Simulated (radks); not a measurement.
Spin polarisation of the 5p2 shell in neutral tin. Start: [Kr] 4d10 5s2 5p(up 1, down 1); electrons of 5p are moved from spin down to spin up, other shells keep equal spins. Calculated with a radial shooting solver on a logarithmic mesh with Libxc functionals: scalar-relativistic Kohn-Sham, PBEsol, spin-polarised, spherical densities, point nucleus.

moment (Bohr magnetons)  E - E(0) (eV)  e(5p up) (eV)  e(5p down) (eV)  5s down minus up (eV)
0                                0.000         -3.709           -3.709                  0.000
0.5                             -0.041         -3.859           -3.534                  0.297
1                               -0.163         -3.986           -3.331                  0.597
1.5                             -0.369         -4.090           -3.098                  0.903
2                               -0.660         -4.171           -2.825                  1.216

At moment 2 the spin-polarisation energy is -0.660 eV and the 5p exchange splitting 1.346 eV, that is 0.673 eV per Bohr magneton; E = -I m^2/4 would give I = 0.660 eV.
